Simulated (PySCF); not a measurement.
**Field gradients at the hydrogen positions**

Compound: C₅H₁₂Si₂.
SMILES with atom numbers: `[SiH3:1][CH2:2][CH2:3][C:4]1=[CH:5][SiH2:6][CH2:7]1` (hydrogens: H8, H9, H10 on Si1; H11, H12 on C2; H13, H14 on C3; H15 on C5; H16, H17 on Si6; H18, H19 on C7)

Geometry (GFN2-xTB, Å), atoms numbered from 1 in this order:
```
atom  x, y, z in Å
Si1    3.2573    0.1750   -0.0782
C2     1.3840    0.3773   -0.3235
C3     0.5552   -0.3143    0.7677
C4    -0.8980   -0.1223    0.5103
C5    -1.7685    0.7445    1.0484
Si6   -3.2136    0.1945   -0.0224
C7    -1.6983   -0.8862   -0.5191
H8     3.6399    0.6940    1.2368
H9     3.6105   -1.2449   -0.1564
H10    3.9574    0.9170   -1.1286
H11    1.0930   -0.0264   -1.2956
H12    1.1185    1.4370   -0.3395
H13    0.7896   -1.3825    0.7793
H14    0.8167    0.1047    1.7429
H15   -1.5670    1.4651    1.8258
H16   -3.6929    1.1180   -1.0509
H17   -4.3257   -0.5123    0.6111
H18   -1.7524   -1.9535   -0.3060
H19   -1.3157   -0.7754   -1.5329
```

Level: PBE0/pcSseg-1 (PySCF, non-relativistic); Q(2H) = 0.00286 b; rigid geometry, the same for H and D, with no vibrational averaging.

Question: Rank these positions by the coupling χzz of a deuteron there, largest first.
A. H14 (methylene hydrogen)
B. H8 (Si–H hydrogen)
C. H11 (methylene hydrogen)
D. H15 (vinylic hydrogen)
E. H18 (methylene hydrogen)

Answer: D (228 kHz), E (214 kHz), C (208 kHz), A (202 kHz), B (109 kHz).

Q: Give the electric field gradient Vzz (the principal value of largest size), its asymmetry and the 2H coupling at each hydrogen.

A: 
```tsv
atom	bonded to	bond length (Å)	Vzz (au)	η	χzz (kHz)
H8	Si1	1.465	0.1625	0.01	109
H9	Si1	1.465	0.1621	0.01	109
H10	Si1	1.464	0.1628	0.00	109
H11	C2	1.092	0.3096	0.03	208
H12	C2	1.093	0.3072	0.03	206
H13	C3	1.094	0.2996	0.02	201
H14	C3	1.093	0.3003	0.02	202
H15	C5	1.079	0.3390	0.02	228
H16	Si6	1.463	0.1630	0.00	110
H17	Si6	1.462	0.1636	0.00	110
H18	C7	1.090	0.3188	0.03	214
H19	C7	1.089	0.3201	0.04	215
```

Q: Average by the element that carries the hydrogen.

A: on Si: 109 kHz over 5 positions, mean bond length 1.464 Å; on C: 211 kHz over 7 positions, mean bond length 1.090 Å.

Q: How does χzz go with the bond length over the 7 C–H bonds?

A: A straight-line fit has a slope of -17.3 kHz for each 0.01 Å, with a correlation coefficient of -0.96, over lengths from 1.079 to 1.094 Å. The longer bonds have the smaller couplings here.

Q: Give the 2H NMR doublet splittings at H19 for a magnetic field along the z, y and x axes of the gradient: 3χ/2, 3χ(1 + η)/4, 3χ(1 − η)/4.

A: With |χ| = 215.1 kHz and η = 0.035: 323, 167 and 156 kHz, to first order and without motion.

Isolated species at its GFN2-xTB geometry (one conformer only). GFN2-xTB bond lengths can be off by several hundredths of an ångström, more for odd bonds, and the gradients follow them. With so small a basis the couplings can be 20 % off.
